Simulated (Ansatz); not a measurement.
CH3Cl3OSn (`C[O][Sn]([Cl])([Cl])[Cl]`), relaxed with RKS PBE-D4/def2-SVP in Ansatz 0.2.0 from a rough embedded geometry. The force threshold is 0.03 eV/Å; the program also tests the step.

Charge 0, multiplicity 1. Sn takes the def2 core potential.

Start:

```xyz
9

C     0.179    0.268   -1.492
O     0.210    1.070   -0.342
Sn   -0.160   -0.056    1.291
Cl   -2.223   -0.975    1.133
Cl   -0.093    1.361    3.193
Cl    1.520   -1.705    1.498
H     0.379    0.834   -2.364
H    -0.813   -0.217   -1.531
H     1.001   -0.579   -1.387
```

```csv
step,energy (eV),largest force (eV/Å),largest move (Å)
1,-46502.5509,2.653,0.000
2,-46502.8263,0.953,0.179
3,-46502.8527,0.166,0.054
4,-46502.8570,0.115,0.035
5,-46502.8583,0.010,0.034
```

End:

```xyz
9

C     0.198    0.246   -1.522
O     0.187    0.962   -0.291
Sn   -0.155   -0.063    1.384
Cl   -2.275   -1.079    1.285
Cl   -0.045    1.464    3.150
Cl    1.469   -1.750    1.625
H     0.426    0.985   -2.318
H    -0.786   -0.220   -1.758
H     0.981   -0.546   -1.554
```

Hardware: 4 threads of an Arm Neoverse V1 on a shared host. Wall time 9.5 s, peak host memory 0.19 GiB.
